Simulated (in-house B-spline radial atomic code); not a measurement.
**Ionising Ti⁺ with different functionals**

Computed with a B-spline radial code for spherical atoms: four-component Dirac-Coulomb Hamiltonian, Fermi nucleus of rms radius 3.5921 fm, spin-restricted, spherical fractional occupations for the functionals, and exact exchange of hybrids averaged over the configuration. The ionisation energy is the difference of two self-consistent energies, [Ar] 3d2 4s1 → [Ar] 3d2, without Breit or QED terms; ε is the level of the shell that loses the electron (mean over j).

```csv
method,rung,ΔSCF (eV),-ε(4s) (eV)
B97-1,global hybrid,?,?
PBE0,global hybrid,?,?
HSE06,range-separated hybrid,13.45,10.77
LC-wPBE,range-separated hybrid,13.24,13.17
```

Task: What does PBE0 give?

Result: ΔSCF 13.44 eV, and -ε(4s) = 11.11 eV.

Task: What does B97-1 give?

Result: ΔSCF 13.46 eV, and -ε(4s) = 10.96 eV.

Task: Among the functionals, which spreads more, the ΔSCF values or the orbital energies?

Result: The orbital energies: ΔSCF values span about 0.22 eV and the orbital energies 2.39 eV; here energy differences depend much less on the functional than eigenvalues do.

Task: How do they compare with the NIST value?

Result: NIST lists 13.575 eV ± 0.0025 (measured, ground level to ground level). Errors run from -0.34 to -0.11 eV; B97-1 is closest (-0.11 eV), but part of that can be cancellation, since the calculations leave out Breit-QED terms, spin polarisation, the choice among j levels, multiplet and fine-structure energies.
